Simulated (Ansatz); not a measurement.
Geometry optimisation, Ansatz, RKS r2SCAN-D4/def2-SVP.

input.yaml

```yaml
crystal:
  periodic: [false, false, false]
  atoms:
    - { symbol: Al, position_ang: [-0.11402, 0.776986, 0.910148] }
    - { symbol: F, position_ang: [1.610689, -1.556935, -0.109179] }
    - { symbol: C, position_ang: [-0.871128, 0.289078, -0.669348] }
    - { symbol: H, position_ang: [0.913438, -1.250713, -0.623157] }
    - { symbol: Cl, position_ang: [1.139702, 0.886557, 2.566438] }
    - { symbol: H, position_ang: [-1.865472, -0.177747, -0.5962] }
    - { symbol: H, position_ang: [-0.81311, 1.032874, -1.478702] }
basis:
  gaussian: { orbitals: def2-SVP }
hamiltonian:
  xc: r2scan
  dispersion: d4
relax:
  f_tol: 0.03
  max_steps: 50
output:
  orbitals: {}
```

Run as:

```bash
$ ansatz run input.yaml --threads 2 --pin off --max-ram 3072MiB --backend cpu --events-out ev --progress --plain --runs-dir out
```

Task: Where does it end, and by what steps?

Result: The run converged. After 17 steps the energy has fallen by 4.778 eV; H4 moved furthest, 1.74 Å. Parted: F2–H4 (0.92 → 3.29 Å). Joined: Al1–F2 (3.08 → 1.66 Å), C3–H4 (2.36 → 1.10 Å).

```tsv
step	energy less start (eV)	largest force component (eV/Å)	accepted
0	0.0000	1.178	yes
1	-0.1537	0.939	yes
2	-0.3124	1.277	yes
3	-0.4313	0.734	yes
4	-0.7925	1.026	yes
5	-1.3489	2.942	yes
6	-2.1950	4.005	yes
7	-3.3046	3.041	yes
8	-3.7713	2.573	yes
9	-4.2698	0.969	yes
10	-4.5261	0.738	yes
11	-4.5827	1.442	yes
12	-4.7351	0.387	yes
13	-4.7697	0.132	yes
14	-4.7773	0.115	yes
15	-4.7784	0.030	yes
16	-4.7784	0.030	yes
17	-4.7785	0.003	yes
```

```xyz
7
Properties=species:S:1:pos:R:3
Al 0.638 -0.161 0.736
F 1.544 -1.547 0.887
C -0.570 0.083 -0.746
H -0.206 -0.419 -1.657
Cl 0.888 1.255 2.263
H -1.554 -0.358 -0.508
H -0.741 1.147 -0.975
```

Time of the run: 14 s on 2 threads of AMD EPYC 9R45 96-Core Processor (Zen 5), with other jobs on the host, peak memory 0.18 GiB.
